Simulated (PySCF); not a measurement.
C6H11PS.
Z-matrix (Å and degrees, PBE0-D3(BJ)/def2-SVP geometry), rows numbered from 1:
```
C 
C   1  1.4920
C   2  1.3449  1  125.21
C   3  1.4998  2  117.60  1  -178.77
P   4  1.8486  3  103.49  2   -16.28
C   5  1.8217  4  103.86  3   -83.78
S   5  1.9436  4  119.28  3   147.24
C   2  1.5076  1  119.41  3  -178.94
H   1  1.0991  2  111.72  3    -1.61
H   1  1.1031  2  110.91  3  -122.73
H   1  1.1031  2  110.78  3   119.24
H   3  1.0947  2  121.68  1     0.34
H   4  1.1038  3  112.92  2    99.69
H   4  1.1016  3  114.23  2  -137.44
H   6  1.0990  5  108.41  4   -72.91
H   6  1.0990  5  108.37  4   169.63
H   6  1.1002  5  111.02  4    48.32
H   8  1.1022  2  113.48  1   -43.51
H   8  1.1036  2  112.38  1    78.35
```

Computed with PySCF at PBE0/pcSseg-1 and CAM-B3LYP/def2-SVPD, non-relativistic, on one gas-phase PBE0-D3(BJ)/def2-SVP geometry that isn't relaxed in the solvent. The solvent is an IEF-PCM continuum (Bondi radii, 1.10 Å for H, scaled by 1.2). Only the electrostatic response of the medium enters.

Gas phase at PBE0/pcSseg-1: HOMO -6.33 eV, LUMO -0.13 eV, dipole 5.09 D.

What does the continuum do to the energy, the frontier levels and the dipole at PBE0/pcSseg-1 in benzene and chloroform?

```tsv
solvent	ε	E(solvent) − E(gas) (kcal/mol)	polarisation term (kcal/mol)	distortion of the solute (kcal/mol)	HOMO (eV)	LUMO (eV)	dipole (D)
benzene	2.271	-4.05	-4.53	0.48	-6.53	0.02	6.00
chloroform	4.711	-6.42	-7.64	1.22	-6.66	0.09	6.54
```

Polarisation term: ½ Σ q·V over the induced surface charges. Distortion: the rise of the solute's own energy as its density leaves the gas-phase optimum. From benzene to chloroform the lowering changes by a factor 1.59, Onsager's factor (ε − 1)/(2ε + 1) by 1.55 and ε itself by 2.1.

Which radius a makes the point-dipole formula ΔE = −[(ε − 1)/(2ε + 1)]·μ²/a³ give the value in chloroform, with the gas-phase dipole?

μ = 2.003 au and |ΔE| = 0.01023 Eh give a = 2.74 Å; the farthest nucleus lies 3.44 Å from the centroid of the nuclei, so such a sphere wouldn't even hold the nuclei. The formula assumes a rigid point dipole at the centre of a sphere.

Which ESP-fitted charges (PBE0/pcSseg-1) respond most in benzene (means over atoms taken as equivalent)?

| atoms | environment | gas (e) | solvent (e) | change |
| --- | --- | --- | --- | --- |
| S7 | sulfur bonded to P | -0.384 | -0.457 | -0.073 |
| P5 | phosphorus bonded to 3 C and S | +0.209 | +0.258 | +0.049 |
| C3 | alkene CH carbon | -0.233 | -0.248 | -0.015 |
| H12 | vinylic hydrogen | +0.124 | +0.136 | +0.012 |
| H18 | methylene hydrogen | +0.141 | +0.148 | +0.007 |
| C2 | fully substituted alkene carbon | +0.335 | +0.329 | -0.006 |

Which Mayer bond orders change most in benzene?

```json
{"bond": "P5–S7", "length (Å)": "1.944", "gas": "1.742", "solvent": "1.669", "change": "-0.073"}
{"bond": "P5–C6", "length (Å)": "1.822", "gas": "0.954", "solvent": "0.967", "change": "+0.013"}
{"bond": "C4–P5", "length (Å)": "1.849", "gas": "0.881", "solvent": "0.893", "change": "+0.012"}
{"bond": "P5–C8", "length (Å)": "1.846", "gas": "0.872", "solvent": "0.884", "change": "+0.012"}
{"bond": "C4–H14", "length (Å)": "1.102", "gas": "0.929", "solvent": "0.926", "change": "-0.003"}
{"bond": "C6–H16", "length (Å)": "1.099", "gas": "0.947", "solvent": "0.944", "change": "-0.003"}
{"bond": "C8–H18", "length (Å)": "1.102", "gas": "0.932", "solvent": "0.929", "change": "-0.003"}
{"bond": "C1–C2", "length (Å)": "1.492", "gas": "1.086", "solvent": "1.088", "change": "+0.002"}
```

Gas phase at CAM-B3LYP/def2-SVPD: HOMO -7.60 eV, LUMO 0.88 eV, dipole 5.31 D.

What does the continuum do to the energy, the frontier levels and the dipole at CAM-B3LYP/def2-SVPD in benzene?

```json
{"solvent": "benzene", "ε": "2.271", "E(solvent) − E(gas) (kcal/mol)": "-4.31", "polarisation term (kcal/mol)": "-4.82", "distortion of the solute (kcal/mol)": "0.51", "HOMO (eV)": "-7.79", "LUMO (eV)": "1.06", "dipole (D)": "6.26"}
```

The atom shares or the degeneracy of the HOMO differ from the gas phase in benzene, so that column needn't follow one orbital.

How does the static polarisability (CAM-B3LYP/def2-SVPD, frozen core, with the continuum's full static response) change?

| medium | isotropic (au) | principal values (au) | ⟨r²⟩ of the electrons (bohr²) |
| --- | --- | --- | --- |
| gas | 115.5 | 98.8, 109.6, 138.1 | 1490.5 |
| benzene | 134.4 | 114.6, 129.7, 158.9 | 1491.2 |

The isotropic value in benzene is 1.16 times the gas-phase one; no cavity-field correction is applied. ⟨r²⟩ is taken about the centre of nuclear charge.

Hardware: Arm Neoverse V1, one thread, on a shared host. Cost: 38 s, 1.2 GiB resident at most. This is the whole shielding run at PBE0/pcSseg-1 in chloroform, SCF included.
